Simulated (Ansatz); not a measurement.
Relaxation of CH₆GaNSi (10 atoms, charge 0, multiplicity 1), to a largest force component of 0.02 eV/Å in at most 40 steps.

All numbers below come from RKS PBE/def2-SVP in Ansatz.

```xyz
10
Properties=species:S:1:pos:R:3:forces:R:3
C -0.654 0.591 -1.001 -10.74 45.98 -21.94
Ga -0.439 -0.570 -0.473 1.40 -27.15 3.33
N -0.064 -1.446 0.563 9.99 -19.43 17.73
Si 0.967 -0.300 1.600 -0.44 -1.63 4.38
H 0.206 0.924 -1.598 -0.06 0.58 -0.49
H -1.138 1.545 -0.521 0.79 -1.37 -0.85
H -1.421 0.198 -1.704 -0.59 1.84 -1.44
H 0.706 -2.065 0.122 -1.57 -0.34 1.88
H -0.014 0.722 2.195 0.04 0.00 -0.69
H 1.933 0.349 0.820 1.17 1.52 -1.91
```

Task: Where does it end, and by what steps?

Result: It converged. The force dipped under the threshold on the way, but the program's further checks kept it going. After 25 steps the energy has fallen by 16.387 eV; Ga2 moved furthest, 0.78 Å. The start is strongly strained (largest force component 46 eV/Å), so its close contacts needn't be bonds. Parted: Ga2–H7 (1.75 → 2.56 Å).

```json
{"step": "0", "energy less start (eV)": "0.0000", "largest force component (eV/Å)": "45.980", "accepted": "yes"}
{"step": "1", "energy less start (eV)": "-10.5324", "largest force component (eV/Å)": "15.868", "accepted": "yes"}
{"step": "2", "energy less start (eV)": "-14.4748", "largest force component (eV/Å)": "4.937", "accepted": "yes"}
{"step": "3", "energy less start (eV)": "-15.6544", "largest force component (eV/Å)": "1.474", "accepted": "yes"}
{"step": "4", "energy less start (eV)": "-15.9903", "largest force component (eV/Å)": "0.570", "accepted": "yes"}
{"step": "5", "energy less start (eV)": "-16.0959", "largest force component (eV/Å)": "0.626", "accepted": "yes"}
{"step": "6", "energy less start (eV)": "-16.2172", "largest force component (eV/Å)": "0.804", "accepted": "yes"}
{"step": "7", "energy less start (eV)": "-16.2718", "largest force component (eV/Å)": "0.523", "accepted": "yes"}
{"step": "8", "energy less start (eV)": "-16.2951", "largest force component (eV/Å)": "0.605", "accepted": "yes"}
{"step": "9", "energy less start (eV)": "-16.3122", "largest force component (eV/Å)": "0.583", "accepted": "yes"}
{"step": "10", "energy less start (eV)": "-16.3754", "largest force component (eV/Å)": "0.163", "accepted": "yes"}
{"step": "11", "energy less start (eV)": "-16.3808", "largest force component (eV/Å)": "0.359", "accepted": "yes"}
{"step": "12", "energy less start (eV)": "-16.3818", "largest force component (eV/Å)": "0.207", "accepted": "yes"}
{"step": "13", "energy less start (eV)": "-16.3851", "largest force component (eV/Å)": "0.023", "accepted": "yes"}
{"step": "14", "energy less start (eV)": "-16.3853", "largest force component (eV/Å)": "0.023", "accepted": "yes"}
{"step": "15", "energy less start (eV)": "-16.3854", "largest force component (eV/Å)": "0.010", "accepted": "yes"}
{"step": "16", "energy less start (eV)": "-16.3855", "largest force component (eV/Å)": "0.049", "accepted": "yes"}
{"step": "17", "energy less start (eV)": "-16.3854", "largest force component (eV/Å)": "0.048", "accepted": "no"}
{"step": "18", "energy less start (eV)": "-16.3857", "largest force component (eV/Å)": "0.018", "accepted": "yes"}
{"step": "19", "energy less start (eV)": "-16.3859", "largest force component (eV/Å)": "0.021", "accepted": "yes"}
{"step": "20", "energy less start (eV)": "-16.3860", "largest force component (eV/Å)": "0.048", "accepted": "yes"}
{"step": "21", "energy less start (eV)": "-16.3862", "largest force component (eV/Å)": "0.029", "accepted": "yes"}
{"step": "22", "energy less start (eV)": "-16.3864", "largest force component (eV/Å)": "0.020", "accepted": "yes"}
{"step": "23", "energy less start (eV)": "-16.3865", "largest force component (eV/Å)": "0.062", "accepted": "yes"}
{"step": "24", "energy less start (eV)": "-16.3867", "largest force component (eV/Å)": "0.038", "accepted": "yes"}
{"step": "25", "energy less start (eV)": "-16.3868", "largest force component (eV/Å)": "0.015", "accepted": "yes"}
```

```xyz
10
Properties=species:S:1:pos:R:3
C -0.840 0.942 -1.338
Ga -0.038 -0.159 0.059
N 0.269 -1.803 0.870
Si 1.206 -0.672 2.050
H -0.093 1.093 -2.142
H -1.125 1.927 -0.925
H -1.731 0.439 -1.759
H 0.840 -2.509 0.385
H -0.120 0.303 1.955
H 1.716 0.389 0.848
```

Whether the end is a true minimum wasn't checked by a vibrational analysis.

Time of the run: 26 s on 4 threads of Arm Neoverse V1 (shared host), peak memory 0.15 GiB.
